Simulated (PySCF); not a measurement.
Ge: interval between two levels

Ge [Ar] 3d10 4s2 4p2 [3P2, M_J = 2] → Ge [Ar] 3d10 4s1 4p2 4d1 [5F5, M_J = 5], as a difference of total energies. All numbers are calculated (PySCF 2.14, the two-component X2C-1e Hamiltonian, in x2c-TZVPall-2c with one added diffuse shell each of s, p, d type (7s8p5d1f, 63 functions)). Correlated levels: [Ne] frozen. "Screened" scales the spin-orbit matrix elements by Boettger's factors to mimic the two-electron term; Breit and QED terms are absent.

```
                    method  interval between two levels (cm⁻¹)
           GHF (spin-free)                               86807
          GMP2 (spin-free)                               98351
 GHF (screened spin-orbit)                               87004
GMP2 (screened spin-orbit)                               98544
```

The labels give the starting determinants; with spin-orbit coupling the two ends relaxed to ⟨J²⟩ = 6.01, ⟨L²⟩ = 2.06, ⟨S²⟩ = 1.98 and ⟨J²⟩ = 30.01, ⟨L²⟩ = 12.02, ⟨S²⟩ = 6.00.

The promoted electron is Rydberg-like, and one or two diffuse shells describe it only roughly, which tends to raise the upper state.
